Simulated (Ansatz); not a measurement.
Species: C3H6O, net charge 0, singlet state. SMILES: C(C=C)O
Structure (B3LYP-D3(BJ)/def2-TZVP (Ansatz, a first-principles code) minimum search):
```
C
C 1 1.3271
H 2 1.0825 1 121.90
H 2 1.0847 3 116.79 1 179.46
H 1 1.0863 2 120.26 3 -1.03
C 1 1.4963 5 115.57 2 178.75
H 6 1.0922 1 110.53 5 60.03
H 6 1.0967 7 107.77 1 -120.37
O 6 1.4280 7 105.02 8 -118.62
H 9 0.9640 6 107.86 7 -175.79
```
Charge 0, spin multiplicity 1.

Quantity: vertical ionisation energy to the doublet, in eV. Conventions: each state is the SCF solution reached for its charge and spin; open shells spin-unrestricted; six Cartesian d functions in 6-31G* and its kin unless marked 5d; dispersion terms only where a functional's name holds one; no spin-orbit coupling; 6-311+G** with 5d; non-relativistic. First-principles rows: single points at B3LYP-D3(BJ) geometries (Ansatz).

| level | program | vertical ionisation energy to the doublet (eV) |
|---|---|---|
| B3LYP/STO-3G | Ansatz | 7.70 |
| B3LYP/3-21G | Ansatz | 9.54 |
| B3LYP/6-31G* | Ansatz | 9.64 |
| B3LYP/6-311+G** | Ansatz | 9.96 |
| B3LYP/def2-TZVPD | Ansatz | 9.93 |

No value to compare with is used here. The 4 habitual levels span 7.70 (B3LYP/STO-3G) to 9.96 eV (B3LYP/6-311+G**); B3LYP/def2-TZVPD gives 9.93.

The sets are all those run for this method; left out are runs that failed, that the program found above a lower state of the same kind, or whose <S^2> lies over 0.5 above the pure value.
